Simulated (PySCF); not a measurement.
# How the method changes the shape and vibrations of Cl2FSi anion

Calculated results; nothing here was measured. They come from PySCF 2.14.0, an open-source quantum chemistry program, on an isolated molecule that a program drew, which may never have been made. The molecule is Cl2FSi anion (charge -1, singlet), drawn as the SMILES string `F[Si-](Cl)Cl`.

The geometry was optimised and harmonic frequencies were computed with HF and MP2, all in the aug-cc-pV(D+d)Z basis, for the commonest isotopes, with a restricted reference for singlets and an unrestricted one otherwise, and a frozen core in MP2. Each result is a local minimum of its method.

Geometry at the HF minimum:
```xyz
4
Cl2FSi anion, angstrom
F     0.3153   -1.1071   -1.6857
Si   -0.1625   -0.9348   -0.1165
Cl    1.1661   -2.5517    0.7160
Cl   -2.0497   -2.1491   -0.3075
```

Lengths of the bonds as drawn, in Å (atoms numbered as above):
| bond | HF | MP2 |
|---|---|---|
| F1-Si2 | 1.649 | 1.693 |
| Si2-Cl3 | 2.252 | 2.252 |
| Si2-Cl4 | 2.252 | 2.252 |

Rotational constants, in GHz:
```
constant     HF    MP2
       A  4.449  4.307
       B  2.281  2.294
       C  1.707  1.699
```

Harmonic frequencies in cm^-1, each column in rising order, so a row needn't be the same motion in every method:
| rank | HF | MP2 |
|---|---|---|
| 1 | 152 | 143 |
| 2 | 220 | 201 |
| 3 | 268 | ? |
| 4 | 360 | 363 |
| 5 | 411 | 406 |
| 6 | 769 | 700 |

**Estimate the missing MP2 frequency from the HF column.**

A single factor s that minimises the squared misfit of MP2 against s times HF over the other rows is sum(HF x MP2) / sum(HF^2) = 0.9380, with an rms misfit of 18 cm^-1. For rank 3 it gives 0.9380 x 268 = 251 cm^-1. The calculation gives 247 cm^-1, 4 cm^-1 below the estimate. The drawn bonds are on average 0.9 % longer in MP2 than in HF.
